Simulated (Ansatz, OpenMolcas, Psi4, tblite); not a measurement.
## A ladder of methods for AsF3 (arsenic trifluoride)

AsF3: 4 atoms, total charge 0, spin state singlet. As SMILES, `F[As](F)F`. The coordinates come from a PBE0-D4/def2-TZVP relaxation.

Each level gives the HOMO–LUMO gap (eV). The values are calculated.

| level | kind | program | value (eV) |
| --- | --- | --- | --- |
| GFN2-xTB | semi-empirical | tblite | 7.25 |
| HF/cc-pVDZ | Hartree–Fock | OpenMolcas | 16.05 |
| SVWN5/cc-pVDZ | LDA | Ansatz | 6.56 |
| revPBE/cc-pVDZ | GGA | Ansatz | 6.63 |
| M06-L/cc-pVDZ | meta-GGA | OpenMolcas | 7.22 |
| B3LYP/cc-pVDZ | global hybrid | Psi4 | 8.51 |
| r2SCAN0/cc-pVDZ | hybrid meta-GGA | Ansatz | 9.39 |
| wB97X-V/cc-pVDZ | range-separated hybrid | Psi4 | 13.61 |
| B2PLYP/cc-pVDZ (density fitting for correlation) | double hybrid | Psi4 | 11.62 |

All-electron rows without a relativistic Hamiltonian named are non-relativistic. The values span 6.56 to 16.05 eV. Orbital gaps aren't excitation energies, and those of double hybrids come from the SCF part alone; they tend to grow with the share of exact exchange.
